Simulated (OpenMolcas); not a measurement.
Mo3+ (d3) in a complex was computed by CASSCF with the d shell active (OpenMolcas, ANO-RCC-VDZP on the metal). Its lowest spin-free states, and all those of the highest spin:

```csv
2S+1,Degeneracy,E (cm-1)
4,1,0.0
2,2,13356
2,3,13912
4,3,16436
2,3,20099
4,3,22791
2,1,27110
2,3,28183
2,3,29268
2,2,30925
2,3,32914
4,3,36353
```

Problem. Is the site octahedral, tetrahedral or cube-like, axial, or of lower symmetry?

Solution. The states with 2S+1 = 4 have orbital degeneracies 1, 3, 3, 3. Threefold states need a cubic site. For d3 at this spin an octahedron puts the single A2 below the threefold T2 and a tetrahedron or cube puts the threefold T1 below the threefold T2, so the site is octahedral. The first gap at this spin, 16400 cm-1, is |10Dq| in ligand-field theory. The run had Mo3+ with 6 ligands (bromide) in octahedral coordination (Oh) at 2.6 Å. A charge of +0.5 e stands 3.2 Å behind each ligand. Ligand basis ANO-RCC-VDZP.

Without dynamic correlation the repulsion within the d shell is too large (B by tens of per cent), so at a given field states of lower spin stand too high. The least metal-like active orbital is 76 % on the metal (Löwdin) and no ligand orbital is active, so the numbers are rough. With metal d orbitals alone the field can be off either way by tens of per cent. Ligand-to-metal charge-transfer states are missing. With no ligand orbital active B as a rule stays too high, so bands that hang on it stand too high and its fall with covalency is understated. No measured value stands beside these numbers; the geometry is a model, was not optimised and need not be the one that this ion takes.
